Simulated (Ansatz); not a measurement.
C2H9FSi2 can be A, `C[SiH2]C[SiH2]F`, or B, `C[SiH](C)[SiH2]F`.

Isolated molecules relaxed with PBE0-D4/def2-TZVP in Ansatz; ΔE leaves out vibrations. CBS: MP2 limit from def2 TZ/QZ plus the TZ coupled-cluster correction, frozen cores. DFT in def2-TZVPP. B3LYP here is the variant with VWN-RPA as its local correlation; programs differ in this. Each species was taken in one conformer, which may not be the lowest.

Problem. Which isomer does CCSD(T)/CBS put lower? Give the gap. (Best estimate.)

Solution. The calculation gave: A, by 24.6 kJ/mol.

Problem. Give E(B) − E(A) in kJ/mol with r2SCAN-D4, ωB97M-V, HF/def2-TZVPP, B3LYP-D4, MP2/def2-TZVPP, PBE0-D4, PBE-D4. (Estimate.)

Solution. Ansatz gave: r2SCAN-D4 20.1, ωB97M-V 28.7, HF/def2-TZVPP 28.6, B3LYP-D4 19.6, MP2/def2-TZVPP 31.1, PBE0-D4 15.1, PBE-D4 10.0. None reverses the order clearly.

Largest T1 diagnostic: 0.011.

From PBE to PBE0 (25 % exact exchange), in def2-TZVPP and without D4, E(B) − E(A) moves by +5.4 kJ/mol.
